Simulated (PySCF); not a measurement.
Dissociation curve of HBr, singlet.

Level of theory: CCSD(T) on UHF/def2-TZVP, 9 core orbitals frozen run with PySCF.

Question: Relative to R = 1.42 Å, what are the energies at R = 1.77, 2.15, 3.12, 5.67 Å?

Answer: 87.5 kJ/mol at 1.77 Å, 227.3 kJ/mol at 2.15 Å, 369.1 kJ/mol at 3.12 Å, 374.0 kJ/mol at 5.67 Å.

The unrestricted determinant behind UCCSD(T) is spin-contaminated at 1.94 to 5.67 Å (<S²> up to 1.0, against 0.00 for a pure singlet).
